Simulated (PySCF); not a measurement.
# Mn⁺: ionisation energy

Mn⁺ [Ar] 3d5 4s1 [3d3/2^4 3d5/2^1 4s1/2^1, M_J = 3] → Mn²⁺ [Ar] 3d5 [3d3/2^4 3d5/2^1, M_J = 5/2], as a difference of total energies. All numbers are calculated (PySCF 2.14, the two-component X2C-1e Hamiltonian, in x2c-QZVPPall-2c (11s9p5d4f2g, 109 functions)). Correlated levels: [Ne] frozen; the 8 highest virtual spinors dropped. "Screened" scales the spin-orbit matrix elements by Boettger's factors to mimic the two-electron term; Breit and QED terms are absent.

```json
{"method": "GHF (screened spin-orbit)", "ionisation energy (eV)": "14.851"}
{"method": "GMP2 (screened spin-orbit)", "ionisation energy (eV)": "15.652"}
```

Question: How much does correlation contribute at GMP2 (screened spin-orbit)?

Answer: 15.652 − (14.851) = 0.801 eV, measured against GHF (screened spin-orbit).

Errors of the correlated levels include the incompleteness of this basis and the frozen core.

The labels give the starting determinants; with spin-orbit coupling the two ends relaxed to ⟨J²⟩ = 12.00, ⟨L²⟩ = 0.00, ⟨S²⟩ = 12.00 and ⟨J²⟩ = 8.75, ⟨L²⟩ = 0.00, ⟨S²⟩ = 8.75.

For comparison: 15.640 eV (measured; NIST Atomic Spectra Database, ionization energies).
